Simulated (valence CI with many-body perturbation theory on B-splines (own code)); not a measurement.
# E1 transitions of Bi⁵²⁺

Computed by relativistic CI+MBPT: three valence electrons over a frozen Dirac-Fock core [Ar] 3d10, radial functions for each j: 11 s, 11 p, 9 d, 7 f, 5 g, 2 h, 1 i, with the one-electron correlation potential Σ1, the two-electron term Σ2, the three-electron term Σ3, Breit, model QED; selected CI, second order for the rest (own B-spline code, finite nucleus).

The last digits are not significant, and no measured levels were compared; by estimate large intervals hold to a few tenths of a per cent, small ones and those within an open d or f shell to about a per cent.

Lines 101 to 150 of 270 in falling wavelength, among levels below 857.83 eV, chosen from the strongest by gf and those to the six lowest levels. Wavelengths and rates use the calculated energies. Electric multipoles are in the length gauge, E1 and E2 with the static RPA response of the core. Weak lines are less certain than strong ones. Lines between different terms over intervals too small for the method are left out, as are lines whose strength nearly cancels. The highest levels of a list are the least certain.

Levels are named by their leading jj configuration (3d3/2^4 stands for four electrons in 3d with j = 3/2), which in mixed levels can hold well under half, so a name can repeat and another be missing. Letters in brackets count levels of one name in rising energy.

```tsv
λ vac (Å)	Upper	Lower	A (s⁻¹)	S (a.u.)
53.12	(4s 4p3/2 4d5/2) J=3/2 [a]	(4s 4p3/2^2) J=5/2	1.04e+11	3.07e-02
53.09	(4s 4p3/2 4d5/2) J=7/2 [a]	(4s 4p3/2^2) J=5/2	4.18e+11	2.47e-01
52.98	(4s 4p1/2 4f5/2) J=3/2	(4s 4p1/2 4d3/2) J=3/2 [b]	9.88e+10	2.90e-02
52.97	(4p1/2 4p3/2 4d5/2) J=5/2 [b]	(4p1/2 4p3/2^2) J=3/2	9.89e+11	4.35e-01
52.60	(4p1/2 4p3/2 4d5/2) J=3/2 [b]	(4p1/2 4p3/2^2) J=5/2	7.39e+10	2.12e-02
52.56	(4s^2 4f5/2) J=5/2	(4s^2 4d3/2) J=3/2	1.83e+11	7.87e-02
52.51	(4s 4p1/2 4f5/2) J=3/2	(4s 4p1/2 4d3/2) J=1/2	2.79e+11	7.99e-02
52.50	(4s 4p1/2 4d5/2) J=5/2 [b]	(4s 4p1/2 4p3/2) J=5/2	1.26e+11	5.41e-02
52.07	(4s 4p1/2 4d5/2) J=3/2	(4s 4p1/2 4p3/2) J=5/2	2.65e+10	7.38e-03
50.92	(4s 4p3/2 4d5/2) J=7/2 [b]	(4s 4p3/2^2) J=5/2	7.18e+11	3.74e-01
50.62	(4s 4p1/2 4f5/2) J=7/2	(4s 4p1/2 4d3/2) J=5/2	2.92e+11	1.49e-01
50.51	(4p1/2^2 4f5/2) J=5/2	(4p1/2^2 4d3/2) J=3/2	4.16e+11	1.59e-01
50.33	(4s 4p1/2 4d5/2) J=5/2 [b]	(4s 4p1/2 4p3/2) J=3/2 [a]	1.19e+10	4.48e-03
50.11	(4s 4p1/2 4f5/2) J=5/2 [a]	(4s 4p1/2 4d3/2) J=3/2 [a]	3.87e+11	1.44e-01
49.94	(4s 4p1/2 4d5/2) J=3/2	(4s 4p1/2 4p3/2) J=3/2 [a]	8.79e+10	2.16e-02
49.49	(4s 4p1/2 4f5/2) J=5/2 [b]	(4s 4p1/2 4d3/2) J=5/2	1.00e+11	3.61e-02
48.48	(4s 4p3/2 4d3/2) J=7/2	(4s^2 4d5/2) J=5/2	5.24e+10	2.36e-02
48.37	(4s 4p3/2 4d5/2) J=5/2 [b]	(4s 4p3/2^2) J=5/2	9.75e+10	3.27e-02
48.09	(4p1/2 4p3/2 4d3/2) J=7/2	(4s 4p1/2 4d5/2) J=5/2 [b]	4.01e+10	1.76e-02
45.76	(4p1/2 4p3/2 4d3/2) J=5/2 [b]	(4s 4p1/2 4d5/2) J=3/2	6.45e+10	1.83e-02
43.35	(4s 4p1/2 4p3/2) J=3/2 [a]	(4s^2 4p1/2) J=1/2	9.74e+09	1.57e-03
42.95	(4p1/2 4p3/2 4d5/2) J=7/2 [a]	(4s 4p1/2 4d5/2) J=5/2 [b]	8.01e+10	2.51e-02
42.80	(4s 4p3/2 4d5/2) J=5/2 [a]	(4s^2 4d5/2) J=5/2	3.54e+11	8.22e-02
42.30	(4s 4p3/2^2) J=5/2	(4s^2 4p3/2) J=3/2	5.64e+11	1.26e-01
42.18	(4p1/2 4p3/2 4d5/2) J=3/2 [a]	(4s 4p1/2 4d5/2) J=3/2	6.54e+11	9.69e-02
41.93	(4p1/2 4p3/2 4d5/2) J=7/2 [a]	(4s 4p1/2 4d5/2) J=7/2	8.02e+10	2.33e-02
41.88	(4p1/2 4p3/2^2) J=3/2	(4s 4p1/2 4p3/2) J=1/2	9.80e+11	1.42e-01
41.79	(4s 4p3/2 4d5/2) J=3/2 [a]	(4s^2 4d5/2) J=5/2	1.94e+11	2.80e-02
41.77	(4s 4p3/2 4d5/2) J=7/2 [a]	(4s^2 4d5/2) J=5/2	2.67e+11	7.68e-02
41.68	(4p1/2 4p3/2 4d5/2) J=5/2 [a]	(4s 4p1/2 4d5/2) J=5/2 [b]	6.43e+11	1.38e-01
41.55	(4p1/2 4p3/2^2) J=3/2	(4s 4p1/2 4p3/2) J=3/2 [b]	2.04e+11	2.89e-02
41.41	(4p1/2 4p3/2^2) J=5/2	(4s 4p1/2 4p3/2) J=3/2 [b]	6.06e+11	1.27e-01
41.39	(4p1/2 4p3/2 4d5/2) J=9/2	(4s 4p1/2 4d5/2) J=7/2	7.15e+11	2.50e-01
41.17	(4p1/2 4p3/2 4d3/2) J=5/2 [a]	(4s 4p1/2 4d3/2) J=5/2	3.46e+11	7.15e-02
41.17	(4s^2 4f5/2) J=5/2	(4s 4p1/2 4p3/2) J=3/2 [b]	3.80e+11	7.85e-02
40.96	(4p1/2 4p3/2 4d5/2) J=7/2 [a]	(4s 4p1/2 4d5/2) J=5/2 [a]	1.01e+12	2.74e-01
40.84	(4p1/2 4p3/2 4d3/2) J=3/2 [a]	(4s 4p1/2 4d3/2) J=5/2	2.43e+11	3.26e-02
40.72	(4p1/2 4p3/2 4d5/2) J=5/2 [a]	(4s 4p1/2 4d5/2) J=7/2	2.05e+11	4.11e-02
40.71	(4s 4p3/2 4d3/2) J=3/2 [b]	(4s^2 4d3/2) J=3/2	1.00e+12	1.34e-01
40.71	(4p3/2^3) J=3/2	(4s 4p3/2^2) J=3/2	2.58e+12	3.44e-01
40.57	(4p1/2 4p3/2 4d3/2) J=3/2 [b]	(4s 4p1/2 4d3/2) J=3/2 [b]	2.44e+11	3.22e-02
40.53	(4p1/2 4p3/2^2) J=1/2	(4s 4p1/2 4p3/2) J=1/2	3.75e+11	2.47e-02
40.41	(4s 4p3/2 4d5/2) J=7/2 [b]	(4s^2 4d5/2) J=5/2	1.29e+12	3.36e-01
40.29	(4p1/2 4p3/2 4d3/2) J=3/2 [b]	(4s 4p1/2 4d3/2) J=1/2	3.89e+11	5.02e-02
40.25	(4p1/2 4p3/2 4d3/2) J=5/2 [b]	(4s 4p1/2 4d3/2) J=3/2 [b]	1.08e+12	2.08e-01
40.22	(4p1/2 4p3/2^2) J=1/2	(4s 4p1/2 4p3/2) J=3/2 [b]	1.28e+12	8.19e-02
40.21	(4p1/2 4p3/2 4d5/2) J=5/2 [b]	(4s 4p1/2 4d5/2) J=3/2	3.22e+11	6.20e-02
40.19	(4p3/2^3) J=3/2	(4s 4p3/2^2) J=1/2	6.80e+11	8.71e-02
40.10	(4p1/2 4p3/2 4d5/2) J=7/2 [b]	(4s 4p1/2 4d5/2) J=5/2 [b]	2.85e+11	7.26e-02
40.04	(4p1/2^2 4p3/2) J=3/2	(4s 4p1/2^2) J=1/2	6.28e+11	7.96e-02
```
